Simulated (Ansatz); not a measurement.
A run for Ansatz (an electronic-structure program): R-CCSD(T)/def2-TZVPP on H3NOPb (SMILES [NH2][Pb][OH]), a point of a torsion scan. Elements past Kr take the def2 small-core potentials; no spin–orbit coupling. The run froze 11 orbitals, filled d shells among them.

Ansatz 0.2 input:
```yaml
crystal:
  periodic: [false, false, false]
  atoms:
    - {symbol: N, position_ang: [-1.27158779, -0.01790893, 0.17737013]}
    - {symbol: Pb, position_ang: [0.42312784, -1.13782183, 0.82232471]}
    - {symbol: O, position_ang: [1.90060894, -0.09212464, -0.31976288]}
    - {symbol: H, position_ang: [-2.23283319, -0.18447348, 0.43027323]}
    - {symbol: H, position_ang: [-1.26356799, 0.76981296, -0.44941325]}
    - {symbol: H, position_ang: [2.11206560, 0.83384373, -0.27575794]}
basis:
  gaussian:
    orbitals: def2-TZVPP
magnetization: {spin_polarized: false}
correlation: {method: ccsd_t, electrons: outside_noble_gas}
scf: {lower_state_search: off}
```

Q: Predict the final total energy.

A: -323.5492 hartree (reference determinant -322.9644, T1 diagnostic 0.018).

Q: How many basis functions does it have, and what does it roughly cost on one machine?

A: 154 functions; roughly 19 core-seconds.
